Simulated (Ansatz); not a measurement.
A nudged elastic band was laid between two geometries of CH₄MgSe (7 atoms, charge 0, multiplicity 1).

All numbers below come from RKS revPBE-D4/def2-SVPD in Ansatz.

```json
{"movable images": "9", "climbing image": "yes", "spring": "5.0 eV/Å²", "optimiser": "quadratic models (default)", "start path": "through a guess of the saddle point", "force threshold": "0.05 eV/Å", "iteration limit": "60", "end points": "relaxed"}
```

Image 0:

```xyz
7
Properties=species:S:1:pos:R:3
C -1.001 0.659 -0.307
Se -0.338 0.016 1.470
Mg 1.688 -1.129 0.641
H -1.275 -0.188 -0.961
H -0.258 1.304 -0.807
H -1.907 1.257 -0.103
H 3.092 -1.919 0.066
```

Image 10:

```xyz
7
Properties=species:S:1:pos:R:3
C -0.225 0.164 -0.412
Se -1.104 0.551 1.317
Mg 1.532 -0.966 -0.017
H -0.940 -0.385 -1.059
H 0.021 1.127 -0.904
H -2.245 1.380 0.822
H 2.962 -1.872 0.253
```

(1) Which bonds break or form, and what moves?

(2) Give the energies along the band, and the barrier.

(3) What is the geometry of the highest image?

(4) What are the harmonic wavenumbers there?

Results:

(1) Bonds broken: C1–H6. Bonds formed: C1–Mg3, Se2–H6.

(2) The run converged. The highest image is number 5 of 0 to 10, 2.38 eV above the first end and 1.04 eV above the last; the last end lies 1.34 eV above the first. A vibrational analysis at the climbing image gives one clearly imaginary mode, 824i cm⁻¹: a first-order saddle point. The orbitals stay closed-shell, which can raise the energy where a bond breaks towards radicals; this wasn't checked here.

| image | path coordinate (Å) | energy (eV) | C1–H6 (Å) | C1–Mg3 (Å) | Se2–H6 (Å) |
| --- | --- | --- | --- | --- | --- |
| 0 | 0.00 | 0.00 | 1.10 | 3.37 | 2.54 |
| 1 | 0.40 | 0.03 | 1.10 | 3.10 | 2.54 |
| 2 | 0.79 | 0.31 | 1.09 | 2.76 | 2.40 |
| 3 | 1.18 | 0.96 | 1.09 | 2.50 | 2.16 |
| 4 | 1.58 | 1.84 | 1.19 | 2.29 | 1.84 |
| 5 | 1.97 | 2.38 | 1.60 | 2.13 | 1.55 |
| 6 | 2.33 | 2.20 | 1.99 | 2.08 | 1.48 |
| 7 | 2.69 | 1.80 | 2.28 | 2.08 | 1.46 |
| 8 | 3.05 | 1.45 | 2.53 | 2.11 | 1.48 |
| 9 | 3.40 | 1.35 | 2.67 | 2.13 | 1.49 |
| 10 | 3.76 | 1.34 | 2.66 | 2.13 | 1.49 |

(3) 
```xyz
7
Properties=species:S:1:pos:R:3
C -0.383 0.274 -0.611
Se -0.669 0.206 1.652
Mg 1.287 -0.811 0.132
H -1.280 -0.197 -1.055
H -0.293 1.340 -0.900
H -1.380 0.910 0.467
H 2.719 -1.722 0.316
```

(4) 824i, 89, 198, 310, 315, 353, 513, 571, 925, 1016, 1305, 1584, 2023, 2996, 3104 cm⁻¹.

Run time: 5.9 min on 2 threads of Arm Neoverse V1, with other jobs on the host, peak memory 0.16 GiB.
